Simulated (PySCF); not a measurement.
# CdI: mean field, correlation and small terms against distance

State: ²Σ⁺, doublet, unpaired electrons σ ↑. ROHF-based CCSD(T) in PySCF 2.14 with Cd aug-cc-pVDZ-PP with ECP28, I aug-cc-pVDZ-PP with ECP28 and Cd aug-cc-pVTZ-PP with ECP28, I aug-cc-pVTZ-PP with ECP28 (frozen core orbitals: 13; scalar-relativistic core potentials). Correlation energies are extrapolated as n⁻³ (n = 2, 3), Hartree–Fock as (n+1)·exp(−9√n). All energies in eV from Cd + I.

```tsv
R (Å)	HF/CBS	CCSD corr.	(T)	total
2.3799	-0.565	-0.061	-0.0311	-0.657
2.4880	-0.941	0.001	-0.0276	-0.968
2.5962	-1.127	0.047	-0.0260	-1.106
2.7044	-1.183	0.079	-0.0262	-1.130
2.8126	-1.150	0.098	-0.0282	-1.080
2.9478	-1.028	0.103	-0.0328	-0.957
3.0830	-0.852	0.089	-0.0398	-0.802
```

A fit to the total gives Re = 2.6781 Å, De = 1.132 eV, ωe = 177.4 cm⁻¹, Be = 0.03916 cm⁻¹ (masses 113.9034 and 126.9045 u).

Task: At R = 2.7044 Å the CCSD correlation energy is -0.454426 hartree in the smaller basis and -0.572135 in the larger. Extrapolate it.

Result: (3³·E3 − 2³·E2)/(3³ − 2³) = -0.62170 hartree; the larger basis holds 92.0 % of it.

The T1 diagnostic is 0.029. The state was picked by a PBE0 search and need not be the measured ground state. Spin–orbit coupling, excitations beyond (T) and corrections to the Born–Oppenheimer picture are left out, and spin–orbit coupling matters for open p, d or f shells this heavy.
